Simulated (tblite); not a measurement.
Compound: C₇H₁₄P (charge +1).
Atom-mapped SMILES: `[CH3:1][PH+:2]([CH:3]1[CH2:4][CH2:5]1)[CH:6]1[CH2:7][CH2:8]1` (hydrogens: H9, H10, H11 on C1; H12 on P2; H13 on C3; H14, H15 on C4; H16, H17 on C5; H18 on C6; H19, H20 on C7; H21, H22 on C8)

Structure optimised with GFN2-xTB, isolated species.

(1) What internal coordinates does the optimisation give?

Answers

(1) 
| bond | length (bohr) | order |
| --- | --- | --- |
| C1–P2 | 3.409 | single |
| P2–C3, P2–C6 | 3.390 | single |
| C3–C4, C6–C8 | 2.851 | single |
| C4–C5, C7–C8 | 2.813 | single |
| C3–C5, C6–C7 | 2.850 | single |
| C1–H9, C1–H10, C1–H11 | 2.061 | single |
| P2–H12 | 2.609 | single |
| C3–H13, C6–H18 | 2.050 | single |
| C4–H14, C8–H21 | 2.038 | single |
| C4–H15, C8–H22 | 2.043 | single |
| C5–H16, C7–H19 | 2.043 | single |
| C5–H17, C7–H20 | 2.038 | single |

Bonds in one row agree within 0.02 bohr and their mean is given. Orders are formal, as drawn. A selection of angles:
| angle | degrees |
| --- | --- |
| P2–C1–H9 | 110.0 |
| H9–C1–H10 | 109.0 |
| C1–P2–C3 | 110.9 |
| C1–P2–H12 | 108.3 |
| C3–P2–C6 | 112.7 |
| C3–P2–H12 | 106.8 |
| P2–C3–C4 | 117.6 |
| P2–C3–C5 | 118.1 |
| P2–C3–H13 | 113.9 |
| C4–C3–C5 | 59.1 |
| C4–C3–H13 | 118.8 |
| C5–C3–H13 | 118.7 |
| C3–C4–C5 | 60.4 |
| C3–C4–H14 | 117.6 |
| C3–C4–H15 | 118.6 |
| C5–C4–H14 | 118.8 |
| C5–C4–H15 | 118.3 |
| H14–C4–H15 | 113.5 |
| C4–C5–H16 | 118.3 |
| C4–C5–H17 | 118.8 |
| C3–C5–C4 | 60.5 |
| C3–C5–H16 | 118.7 |
| C3–C5–H17 | 117.5 |
| H16–C5–H17 | 113.5 |

Torsions: C1–P2–C3–C4 -82° (synclinal); P2–C3–C4–C5 -108° (anticlinal); C1–P2–C6–C7 153° (antiperiplanar); P2–C6–C7–C8 -107° (anticlinal); P2–C3–C5–C4 107° (anticlinal); P2–C6–C8–C7 108° (anticlinal). The mirror-image conformer, all signs reversed, is as good.

The 3-membered ring C6–C7–C8 has internal angles of 59.1° to 60.5°. The 3-membered ring C3–C4–C5 has internal angles of 59.1° to 60.5°. P2 (phosphonium phosphorus) is tetrahedral (angles from 106.8° to 112.7°). The C–C distances run from 1.489 Å (C7–C8, drawn single) to 1.509 Å (C3–C4, drawn single), a spread of 0.020 Å.

Point group: near Cs, missed by 0.11 Å at most; the miss may be what the optimiser left on a soft mode. Its GFN2-xTB frequencies are all real (lowest 43 cm⁻¹). 3 starts were optimised and ended at 0.00, 0.01 and 1.36 kcal/mol (GFN2-xTB); the lowest of these is shown.

On Arm Neoverse V1, one thread, shared host with 32 logical CPUs at a one-minute load of 11, this took 1.2 s. These figures are those of the optimisation.

All values are computed, not measured.
